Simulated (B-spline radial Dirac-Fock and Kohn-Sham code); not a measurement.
Elastic scattering of 3.94 keV positrons by neutral argon

Model: relativistic (Dirac) partial waves in the static field of the Dirac-Fock atom, without polarisation or absorption potentials. Program: a B-spline atomic structure program.

```
θ (°)  dσ/dΩ (a₀²/sr)
    0            57.7
   10            3.09
   20           0.316
   30          0.0828
   40          0.0319
   50          0.0152
   60         0.00837
   70         0.00508
   80         0.00334
   90         0.00234
  100         0.00173
  110         0.00134
  120         0.00108
  130        0.000912
  140        0.000794
  150        0.000714
  160        0.000663
  170        0.000635
  180        0.000625
```

The total elastic cross section is 1.79 a₀², the first transport cross section 0.0552 a₀² and the second, weighted with (3/2) sin²θ, 0.124 a₀². The mean deflection is ⟨1 − cos θ⟩ = 0.0309, and 0.43 % of the collisions scatter beyond 90°.

Values without a named source are computed, but for edge energies of neutral atoms, which are taken from tables.
